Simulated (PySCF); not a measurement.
Se(OH)2 (H2O2Se), SMILES O[Se]O. Atoms are numbered in the order given.

```xyz
5

Se    -0.0122    -0.4038     0.0000
O      0.1216     0.7288     1.3943
H     -0.7659     1.0349     1.6208
O      0.1216     0.7288    -1.3943
H     -0.7659     1.0349    -1.6208
```

Geometry optimised at B3LYP-D3(BJ)/def2-TZVP. The values are those of a single conformer.

Computed with PBE0/def2-TZVPD (PySCF).

Mulliken values depend strongly on the basis, most of all with diffuse functions as here. ESP charges are fitted to the potential on shells at 1.4 to 2.0 van der Waals radii. Atomic charges (e):

```csv
atom,IAO,Mulliken,ESP fit
Se1,0.64,0.27,0.14
O2,-0.69,-0.48,-0.39
H3,0.37,0.34,0.32
O4,-0.69,-0.48,-0.39
H5,0.37,0.34,0.32
```
